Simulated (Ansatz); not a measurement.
One change: `[Cl][Al]([Cl])[SeH]` becomes `[Cl][Al]([Cl])[I]`.

Ansatz, PBE0-D4/def2-TZVP geometries, multiplicity 1. Each molecule was computed in one conformer, which needn't be the lowest.

Elements past krypton have def2 core potentials. Scalar relativity is left out up to krypton.

```tsv
property	`[Cl][Al]([Cl])[SeH]`
HOMO energy (B3LYP/def2-TZVPP) / eV	-7.56
ideal-gas entropy at 298 K and 1 bar (rigid rotor, harmonic PBE0-D4/def2-TZVP) / J/(mol·K)	352
HOMO–LUMO gap (ωB97M-V/def2-TZVPP) / eV	10.55
HOMO energy (PBE0/def2-TZVPP) / eV	-7.82
HOMO–LUMO gap (PBE/def2-TZVPP) / eV	4.74
LUMO energy (PBE0/def2-TZVPP) / eV	-1.11
```

Task: Give the same properties after the change, and the shifts. (Estimate.)

Result: Computed: 
| property | `[Cl][Al]([Cl])[I]` | shift |
| --- | --- | --- |
| HOMO energy (B3LYP/def2-TZVPP) / eV | -7.93 | -0.37 |
| ideal-gas entropy at 298 K and 1 bar (rigid rotor, harmonic PBE0-D4/def2-TZVP) / J/(mol·K) | 343 | -9 |
| HOMO–LUMO gap (ωB97M-V/def2-TZVPP) / eV | 10.56 | 0.01 |
| HOMO energy (PBE0/def2-TZVPP) / eV | -8.21 | -0.39 |
| HOMO–LUMO gap (PBE/def2-TZVPP) / eV | 4.72 | -0.02 |
| LUMO energy (PBE0/def2-TZVPP) / eV | -1.50 | -0.39 |

The zero-point energy changes by -19.8 kJ/mol with -3 modes.

B3LYP here is the variant with VWN-RPA as its local correlation; programs differ in this.

Spin–orbit coupling is left out; it splits and shifts lone-pair levels of the heavy atoms by tenths of an eV.
